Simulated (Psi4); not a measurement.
cesium atom (Cs), doublet (core potentials on Cs); Psi4 with PBE0/def2-TZVP.

The Psi4 input:
```
memory 2 GB

molecule mol {
0 2
  Cs    0.000000    0.000000    0.000000
}

set basis def2-tzvp
set reference uks

energy('pbe0')
print_variables()
```

The log (banner, timings and long lists left out):

```
   => Loading Basis Set <=

    Name: DEF2-TZVP
    Role: ORBITAL
    Keyword: BASIS

    !!!  WARNING: ECP capability is in beta. Please check occupations closely.  !!!

         ---------------------------------------------------------
                                   SCF
               by Justin Turney, Rob Parrish, Andy Simmonett
                          and Daniel G. A. Smith
                              UKS Reference
         ---------------------------------------------------------

  ==> Geometry <==

    Molecular point group: d2h
    Geometry (in Angstrom), charge = 0, multiplicity = 2:

       Center              X                  Y                   Z               Mass
    ------------   -----------------  -----------------  -----------------  -----------------
         CS           0.000000000000     0.000000000000     0.000000000000   132.905451961000

  Running in d2h symmetry.

  Rotational constants: A = ************  B = ************  C = ************ [cm^-1]
  Rotational constants: A = ************  B = ************  C = ************ [MHz]
  Nuclear repulsion =    0.000000000000000

  Charge       = 0
  Multiplicity = 2
  Electrons    = 9
  Nalpha       = 5
  Nbeta        = 4

  ==> Algorithm <==

  SCF Algorithm Type is DF.
  DIIS enabled.
  MOM disabled.
  Fractional occupation disabled.
  Guess Type is CORE.
  Energy threshold   = 1.00e-06
  Density threshold  = 1.00e-06
  Integral threshold = 1.00e-12

  ==> Primary Basis <==

  Basis Set: DEF2-TZVP
    Blend: DEF2-TZVP
    Number of shells: 11
    Number of basis functions: 29
    Number of Cartesian functions: 32
    Spherical Harmonics?: true
    Max angular momentum: 2

  Core potential: DEF2-TZVP
    Number of shells: 4
    Number of ECP primitives: 10
    Number of ECP core electrons: 46
    Max angular momentum: 3

  ==> DFT Potential <==

   => LibXC <=

    Version 7.1.2
    S. Lehtola, C. Steigemann, M. J. T. Oliveira, and M. A. L. Marques,  SoftwareX 7, 1–5 (2018) (10.1016/j.softx.2017.11.002)

   => Composite Functional: PBE0 <=

    PBE0 Hyb-GGA Exchange-Correlation Functional

    C. Adamo and V. Barone,  J. Chem. Phys. 110, 6158 (1999) (10.1063/1.478522)
    M. Ernzerhof and G. E. Scuseria,  J. Chem. Phys. 110, 5029 (1999) (10.1063/1.478401)

    Deriv               =              1
    GGA                 =           TRUE
    Meta                =          FALSE

    Exchange Hybrid     =           TRUE
    MP2 Hybrid          =          FALSE

   => Exchange Functionals <=

    0.7500   Perdew, Burke & Ernzerhof

   => Exact (HF) Exchange <=

    0.2500               HF

   => Correlation Functionals <=

    1.0000   Perdew, Burke & Ernzerhof

   => LibXC Density Thresholds  <==

    XC_HYB_GGA_XC_PBEH:  1.00E-15

   => Molecular Quadrature <=

    Radial Scheme          =       TREUTLER
    Pruning Scheme         =           NONE
    Nuclear Scheme         =       TREUTLER

    Blocking Scheme        =         OCTREE
    BS radius alpha        =              1
    Pruning alpha          =              1
    Radial Points          =             75
    Spherical Points       =            302
    Total Points           =          21140
    Total Blocks           =            262
    Max Points             =            252
    Max Functions          =             29
    Weights Tolerance      =       1.00E-15

   => Loading Basis Set <=

    Name: (DEF2-TZVP AUX)
    Role: JKFIT
    Keyword: DF_BASIS_SCF

  ==> Integral Setup <==

  SCF_SUBTYPE=INCORE selected. In-core MEM_DF algorithm will be used.
  Using in-core AOs.

  ==> MemDFJK: Density-Fitted J/K Matrices <==

    J tasked:                   Yes
    K tasked:                   Yes
    wK tasked:                   No
    Algorithm:                 Core
    Schwarz Cutoff:           1E-12
    Mask sparsity (%):       0.0000
    Fitting Condition:        1E-10

   => Auxiliary Basis Set <=

  Basis Set: (DEF2-TZVP AUX)
    Blend: DEF2-UNIVERSAL-JKFIT
    Number of shells: 34
    Number of basis functions: 130
    Number of Cartesian functions: 171
    Spherical Harmonics?: true
    Max angular momentum: 5

  Minimum eigenvalue in the overlap matrix is 3.1021324126E-02.
  Reciprocal condition number of the overlap matrix is 1.0651281242E-02.
    Using symmetric orthogonalization.

  ==> Pre-Iterations <==

  SCF Guess: Core (One-Electron) Hamiltonian.

   -------------------------------------------------------
    Irrep   Nso     Nmo     Nalpha   Nbeta   Ndocc  Nsocc
   -------------------------------------------------------
     Ag        11      11       2       1       1       1
     B1g        3       3       0       0       0       0
     B2g        3       3       0       0       0       0
     B3g        3       3       0       0       0       0
     Au         0       0       0       0       0       0
     B1u        3       3       1       1       1       0
     B2u        3       3       1       1       1       0
     B3u        3       3       1       1       1       0
   -------------------------------------------------------
    Total      29      29       5       4       4       1
   -------------------------------------------------------

  ==> Iterations <==

                           Total Energy        Delta E     RMS |[F,P]|

   @DF-UKS iter   1:   -19.33306575252898   -1.93331e+01   5.53459e-02 DIIS/ADIIS
   @DF-UKS iter   2:   -19.98211983211723   -6.49054e-01   2.94389e-02 DIIS/ADIIS
   @DF-UKS iter   3:   -20.13782011613859   -1.55700e-01   2.54620e-03 DIIS/ADIIS
   @DF-UKS iter   4:   -20.13985372520131   -2.03361e-03   3.67494e-04 DIIS/ADIIS
   @DF-UKS iter   5:   -20.13995375545846   -1.00030e-04   4.21491e-05 DIIS
   @DF-UKS iter   6:   -20.13995654389669   -2.78844e-06   7.22027e-06 DIIS
   @DF-UKS iter   7:   -20.13995662503598   -8.11393e-08   2.56823e-06 DIIS
   @DF-UKS iter   8:   -20.13995664284354   -1.78076e-08   7.63071e-07 DIIS
  Energy and wave function converged.

  ==> Post-Iterations <==

   Electrons on quadrature grid:
      Nalpha   =    5.0000000000 ; deviation = 8.527e-14
      Nbeta    =    4.0000000000 ; deviation = -3.109e-15
      Ntotal   =    9.0000000000 ; deviation = 8.216e-14

   @Spin Contamination Metric:   1.718420162E-04
   @S^2 Expected:                7.500000000E-01
   @S^2 Observed:                7.501718420E-01
   @S   Expected:                5.000000000E-01
   @S   Observed:                5.000000000E-01

    Orbital Energies [Eh]
    ---------------------

    Alpha Occupied:

       1Ag    -1.084374     1B3u   -0.553732     1B1u   -0.553731
       1B2u   -0.553731     2Ag    -0.098059

    Alpha Virtual:

       2B1u   -0.019426     2B3u   -0.019426     2B2u   -0.019426
       1B2g    0.000650     1B3g    0.000650     3Ag     0.000650
       1B1g    0.000650     4Ag     0.000650     5Ag     0.014710
       2B2g    0.051983     2B1g    0.051983     2B3g    0.051983
       6Ag     0.051983     7Ag     0.051983     3B2u    0.260923
       3B1u    0.260923     3B3u    0.260923     3B2g    0.339514
       3B1g    0.339514     3B3g    0.339514     8Ag     0.339514
       9Ag     0.339515    10Ag     0.478958    11Ag    19.847996

    Beta Occupied:

       1Ag    -1.081821     1B3u   -0.550723     1B1u   -0.550723
       1B2u   -0.550723

    Beta Virtual:

       2Ag    -0.039377     2B3u    0.013727     2B1u    0.013727
       2B2u    0.013727     3Ag     0.024163     1B2g    0.024163
       1B1g    0.024163     4Ag     0.024163     1B3g    0.024163
       5Ag     0.038484     6Ag     0.069728     2B1g    0.069728
       2B2g    0.069728     7Ag     0.069728     2B3g    0.069728
       3B3u    0.276677     3B1u    0.276677     3B2u    0.276677
       8Ag     0.348481     3B2g    0.348481     3B1g    0.348481
       3B3g    0.348481     9Ag     0.348481    10Ag     0.492518
      11Ag    19.850730

    Final Occupation by Irrep:
             Ag   B1g   B2g   B3g    Au   B1u   B2u   B3u
    DOCC [     1,    0,    0,    0,    0,    1,    1,    1 ]
    SOCC [     1,    0,    0,    0,    0,    0,    0,    0 ]
    NA   [     2,    0,    0,    0,    0,    1,    1,    1 ]
    NB   [     1,    0,    0,    0,    0,    1,    1,    1 ]

  @DF-UKS Final Energy:   -20.13995664284354

   => Energetics <=

    Nuclear Repulsion Energy =              0.0000000000000000
    One-Electron Energy =                 -32.9921866639762129
    Two-Electron Energy =                  15.2724972786933435
    DFT Exchange-Correlation Energy =      -2.4202672575606758
    Empirical Dispersion Energy =           0.0000000000000000
    VV10 Nonlocal Energy =                  0.0000000000000000
    Total Energy =                        -20.1399566428435435

  UHF NO Occupations:
  HONO-2 :    1B1u 1.9999714
  HONO-1 :    1B2u 1.9999714
  HONO-0 :    2 Ag 1.0000000
  LUNO+0 :    2B2u 0.0000286
  LUNO+1 :    2B1u 0.0000286
  LUNO+2 :    2B3u 0.0000286
  LUNO+3 :    3 Ag 0.0000001

Computation Completed

Properties will be evaluated at   0.000000,   0.000000,   0.000000 [a0]

Properties computed using the SCF density matrix

 Multipole Moments:

 ------------------------------------------------------------------------------------
     Multipole            Electronic (a.u.)      Nuclear  (a.u.)        Total (a.u.)
 ------------------------------------------------------------------------------------

 L = 1.  Multiply by 2.5417464519 to convert [e a0] to [Debye]
 Dipole X            :          0.0000000            0.0000000            0.0000000
 Dipole Y            :          0.0000000            0.0000000            0.0000000
 Dipole Z            :          0.0000000            0.0000000            0.0000000
 Magnitude           :                                                    0.0000000

 ------------------------------------------------------------------------------------

  Variable Map:
  ----------------------------------------------------------------------------
  "CURRENT ENERGY"              =>     -20.139956642844
  "CURRENT REFERENCE ENERGY"    =>     -20.139956642844
  "DD SOLVATION ENERGY"         =>       0.000000000000
  "DFT FUNCTIONAL TOTAL ENERGY" =>     -20.139956642844
  "DFT TOTAL ENERGY"            =>     -20.139956642844
  "DFT VV10 ENERGY"             =>       0.000000000000
  "DFT XC ENERGY"               =>      -2.420267257561
  "GRID ELECTRONS ALPHA"        =>       5.000000000000
  "GRID ELECTRONS BETA"         =>       4.000000000000
  "GRID ELECTRONS TOTAL"        =>       9.000000000000
  "NUCLEAR REPULSION ENERGY"    =>       0.000000000000
  "ONE-ELECTRON ENERGY"         =>     -32.992186663976
  "PCM POLARIZATION ENERGY"     =>       0.000000000000
  "PE ENERGY"                   =>       0.000000000000
  "SCF ITERATION ENERGY"        =>     -20.139956642844
  "SCF ITERATIONS"              =>       8.000000000000
  "SCF TOTAL ENERGY"            =>     -20.139956642844
  "TWO-ELECTRON ENERGY"         =>      15.272497278693
  "XC GRID RADIAL POINTS"       =>      75.000000000000
  "XC GRID SPHERICAL POINTS"    =>     302.000000000000
  "XC GRID TOTAL POINTS"        =>   21140.000000000000

  Array Variable Map:
  ----------------------------------------------------------------------------
  "CURRENT DIPOLE"              =>       0.000000000000 ... 0.000000000000 1 by 3
  "SCF DIPOLE"                  =>       0.000000000000 ... 0.000000000000 1 by 3
  "SCF TOTAL ENERGIES"          =>     -19.333065752529 ... -20.139956642844 1 by 8
```
